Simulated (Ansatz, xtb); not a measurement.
Species: sum formula GeOCl (charge 0, doublet). It need not be the lowest isomer of its formula. 
Structure (B3LYP-D3(BJ)/def2-TZVP (Ansatz, a first-principles code) minimum search):
```xyz
3

Ge    -0.3863     0.3169    -0.3028
O     -1.5957    -0.8436    -0.3508
Cl     1.4781    -0.1996     0.7350
```
Charge 0, spin multiplicity 2.

Harmonic wavenumbers from GFN2-xTB (xtb, at its own minimum), cm⁻¹: 171, 295, 843.

Problem. Give the harmonic wavenumbers at B3LYP-D3(BJ)/def2-TZVP (Ansatz, finite differences of forces, unscaled).

Solution. 148, 370, 784 cm⁻¹. Zero-point energy 1.9 kcal/mol.

Problem. From these and the geometry, give the ideal-gas thermochemistry at 298.15 K and 1 atm (rigid rotor, harmonic oscillator).

Solution. Point group Cs, rotational symmetry number 1. Rotational constants 22, 3.285, 2.858 GHz. S(trans) 40.36, S(rot) 24.86, S(vib) 4.00, S(elec, spin only) 1.38, S 70.6 cal/(mol K). H(298) - H(0) 3.04 kcal/mol; G - E(el) -16.1 kcal/mol.
